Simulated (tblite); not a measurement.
Species: C₄H₈FSSi₂ (doublet state).
Numbering: `[H]/[C:1]=[C:2]1/[CH2:3][C@@H:4]([S:5][SiH3:6])[Si@H:7]1[F:8]` (hydrogens: H9 on C1; H10, H11 on C3; H12 on C4; H13, H14, H15 on Si6; H16 on Si7)

A start from a force field or distance geometry was refined with tblite 0.8.0, GFN2-xTB geometry optimisation, gas phase. Values at the start:

```
coordinate    start
     C1=C2  1.309 Å
     C1–H9  1.075 Å
     C2–C3  1.511 Å
    C2–Si7  1.838 Å
     C3–C4  1.494 Å
    C3–H10  1.103 Å
    C3–H11  1.113 Å
     C4–S5  1.778 Å
    C4–Si7  1.831 Å
    C4–H12  1.140 Å
    S5–Si6  2.120 Å
   Si6–H13  1.483 Å
    Si7–F8  1.671 Å
   Si7–H16  1.469 Å
 C1–C2–Si7   141.1°
  C2–C3–C4    87.4°
 C2–Si7–C4    68.9°
 C3–C2–Si7    86.9°
  C3–C4–S5   118.0°
 C3–C4–Si7    87.6°
 C4–S5–Si6   116.2°
 S5–C4–Si7   119.6°
```

**Question.** How do these coordinates change at the GFN2-xTB level?

**Answer.** 
| coordinate | GFN2-xTB (Å or °) | change |
| --- | --- | --- |
| C2–Si7 | 1.969 | +0.131 |
| C4–Si7 | 1.912 | +0.081 |
| C4–S5 | 1.832 | +0.054 |
| Si7–F8 | 1.617 | -0.054 |
| C4–H12 | 1.091 | -0.049 |
| C3–C4 | 1.542 | +0.048 |
| C1=C2 | 1.277 | -0.032 |
| Si6–H13 | 1.456 | -0.027 |
| S5–Si6 | 2.144 | +0.024 |
| Si7–H16 | 1.446 | -0.023 |
| C3–H11 | 1.091 | -0.022 |
| C3–H10 | 1.090 | -0.013 |
| C1–H9 | 1.064 | -0.011 |
| C2–C3 | 1.516 | +0.005 |
| C2–C3–C4 | 99.4 | +12.0 |
| C4–S5–Si6 | 106.3 | -9.9 |
| C3–C4–Si7 | 93.7 | +6.1 |
| C1–C2–Si7 | 135.2 | -5.9 |
| C3–C2–Si7 | 92.3 | +5.4 |
| C2–Si7–C4 | 73.9 | +5.0 |
| S5–C4–Si7 | 123.4 | +3.8 |
| C3–C4–S5 | 115.9 | -2.1 |

The energy falls by 31.8 kcal/mol over 115 L-BFGS steps, the largest force on an atom goes from 4.09 to 0.008 eV/Å, and the atoms move by 0.809 Å rms after alignment. The bond that changes most is C2–Si7 (ends: carbon bonded to 2 C and Si; silicon bonded to 2 C, F and H), which lengthens by 0.131 Å. Bonds longer at the end by more than 0.005 Å: 5 of 16; shorter: 9. Among the dihedrals that turn most is H11–C3–C4–H12, from 178° to -136°. Rotational constants go from 2231, 827.4, 689.4 to 1782, 865.4, 769.6 MHz.

The run took 0.89 s of wall time on one thread, Arm Neoverse V2 (aarch64), shared host with 96 logical CPUs at a one-minute load of 39.

Its GFN2-xTB frequencies are all real (lowest 25 cm⁻¹).

One conformer stands for the species.

All values are computed, not measured.
